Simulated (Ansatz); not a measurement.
Basis-set extrapolation for C$_{2}$H$_{6}$BClOSi (`C=C[SiH2]B(O)Cl`) (PBE0-D4/def2-TZVP geometry, frozen core, the Gaussian-basis code of Ansatz). Multiplicity 1, RHF reference.

```csv
,def2-TZVPP,def2-QZVPP
HF,-927.374511,-927.404104
MP2 correlation,-0.968038,-1.043024
CCSD(T) correlation,-1.069693,not run
```

Energies in hartree. Use E(X) = E(∞) + A·exp(−7.88·√X) for Hartree–Fock and E(X) = E(∞) + B·X^(−2.97) for correlation, with X = 3 and 4, and add CCSD(T) minus MP2 of the smaller set to the MP2 limit.

What is the CCSD(T) energy at the basis-set limit?

HF limit: -927.404104 + (-0.029593) × 0.13774 = -927.40818. MP2 limit: -1.043024 + (-0.074986) × 0.74074 = -1.09857. Higher-order term: -1.069693 − (-0.968038) = -0.10166. Total: -928.60841 hartree, 431.1 kJ/mol below CCSD(T)/def2-TZVPP.
